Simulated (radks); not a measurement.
The numbers below are computed, except where a source is named.
Question: All-electron atom: Pd2+ in [Kr] 4d8. Level of theory: Dirac Kohn-Sham, LDA (Slater exchange, VWN5 correlation), spin-unpolarised, spherical densities, point nucleus; open shells fill j = l - 1/2 first (a radial shooting solver on a logarithmic mesh with Libxc functionals). Some entries of the table are withheld. Estimate them.

orbital  occ.  eigenvalue (Ry)  <r> (bohr)  <r^2> (bohr^2)
1s1/2       2        -1774.802     0.03188        0.001374
2s1/2       2        -260.7254      0.1381         0.02254
2p1/2       2        -242.1222      0.1172         0.01687
2p3/2       4        -230.4248      0.1222         0.01820
3s1/2       2        -48.50304      0.3798          0.1652
3p1/2       2        -41.15326      0.3717          0.1607
3p3/2       4        -39.11376      0.3825          0.1701
3d3/2       4        -26.04931      0.3558             (1)
3d5/2       6        -25.64219      0.3593             (2)
4s1/2       2         -8.11721      0.9416           1.006
4p1/2       2              (3)       1.012           1.174
4p3/2       4              (4)       1.043           1.247
4d3/2       4         -2.04769       1.366           2.235
4d5/2       4         -2.00866       1.383           2.290
5s1/2       0         -1.51141       2.563           7.388
5p1/2       0         -1.06671       3.033           10.39
5p3/2       0         -1.03368       3.111           10.92
5d3/2       0         -0.50677       4.833             (5)
5d5/2       0         -0.50354       4.866             (6)
4f5/2       0         -0.28465       7.071           57.53
4f7/2       0         -0.28464       7.072           57.54

Answer: 
(1) 3d3/2 <r^2> (bohr^2): 0.1512
(2) 3d5/2 <r^2> (bohr^2): 0.1541
(3) 4p1/2 eigenvalue (Ry): -5.82842
(4) 4p3/2 eigenvalue (Ry): -5.49212
(5) 5d3/2 <r^2> (bohr^2): 26.59
(6) 5d5/2 <r^2> (bohr^2): 26.96
